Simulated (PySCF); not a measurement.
## Chlorine: a sound run and one with changed settings

Sound run: Cl²⁺ [Ne] 3s2 3p3, Cl³⁺ [Ne] 3s2 3p2. Computed with PySCF 2.14 in def2-TZVP (5s5p2d1f, 37 functions), with no relativity, point nucleus. In the sound run the correlated levels freeze [Ne]. The sound run starts from symmetry-adapted Hartree-Fock orbitals and uses a fine grid where one is needed.

Changed run: initial guess atom, at most 50 SCF cycles.

| species | method | sound run (hartree) | changed run (hartree) | converged |
| --- | --- | --- | --- | --- |
| Cl²⁺ | UHF | -458.21427 | -458.21427 | yes |
| Cl²⁺ | BP86 | -458.82686 | -458.82686 | yes |
| Cl²⁺ | CCSD(T) | -458.33237 | -458.33237 | yes |
| Cl³⁺ | M06-L | -457.33169 | -457.33169 | yes |
| Cl³⁺ | MP2 | -456.85280 | -456.85280 | yes |

Here the plain start reaches the same solutions.
